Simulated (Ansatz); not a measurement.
```yaml
crystal:
  periodic: [false, false, false]
  atoms:
    - {symbol: O, position_ang: [0.350595, 1.058056, 1.239880]}
    - {symbol: Ti, position_ang: [0.018582, 0.054934, 0.063702]}
    - {symbol: Cl, position_ang: [1.131105, -1.864213, 0.092126]}
    - {symbol: Cl, position_ang: [-1.500282, 0.751223, -1.395707]}
basis:
  gaussian: {orbitals: cc-pVTZ-DK}
magnetization: {spin_polarized: true, initial_magnetization: 6}
hamiltonian: {xc: {name: PBE0}, dispersion: d4}
```

```sh
$ ansatz run in.yaml --threads 4 --pin off --events-out ev --progress --plain --max-ram 10444MiB
```

Shortened log:

```
Functional definition: PBE0
1355 factors; their error is unknown
mean field evaluation 1: about -50345.0880 eV, gradient 8.4e1 eV
mean field evaluation 2: about -50027.3909 eV, gradient 1.9e2 eV
mean field evaluation 4: about -50355.0688 eV, gradient 6.9e1 eV
mean field evaluation 8: about -50380.0284 eV, gradient 6.6e0 eV
mean field evaluation 16: about -50380.5101 eV, gradient 1.8e-1 eV
mean field evaluation 32: about -50380.8341 eV, gradient 8.5e-4 eV
mean field -50381.09603174 eV, -1851.4711296331 hartree, gradient 3.3e-6 eV, S^2 12.012503; 7 other end points of the search recorded, 0 dependent functions left out
reference -50381.09608757 eV, -1851.4711316847 hartree; 35, 29 occupied and 131, 137 virtual orbitals, 1355 factors
Total energy: -50381.20040913 eV, -1851.4749654313 hartree
Relativity: scalar
```

What is wrong with this run?

The spin is set far too high for this molecule. The run converged. The result belongs to that input, not to the molecule as meant.
